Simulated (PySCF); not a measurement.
W(OH)4(H)2 (H₆O₄W), SMILES [WH2]([OH])([OH])([OH])[OH], multiplicity 1. Coordinates come from a PBE-D3(BJ)/def2-SVP optimisation. The multiplicity is an assumed one; no other spin state was optimised. The structure was generated by enumeration; whether it is a known compound was not checked. The def2 effective core potentials stand for the cores of W; spin–orbit coupling is left out. The values are those of a single conformer.

Q: Give the equilibrium geometry at PBE-D3(BJ)/def2-SVP (PySCF confirms it by a frequency run) as a Z-matrix, and its point group. (An estimate is asked for; the answer gives what the named calculation found.)

A: Several could match; the one computed here: point group C2.
```
W
O 1 1.9116
H 2 0.9732 1 125.32
O 1 1.9116 2 163.90 3 -40.35
H 4 0.9732 1 125.32 2 -40.35
O 1 1.9207 2 98.55 3 74.69
H 6 0.9737 1 131.88 2 -106.52
O 1 1.9207 2 88.47 3 -156.67
H 8 0.9737 1 131.88 2 58.92
H 1 1.7141 2 80.47 3 -6.27
H 1 1.7141 10 67.40 2 89.76
```
Charge 0, spin multiplicity 1.
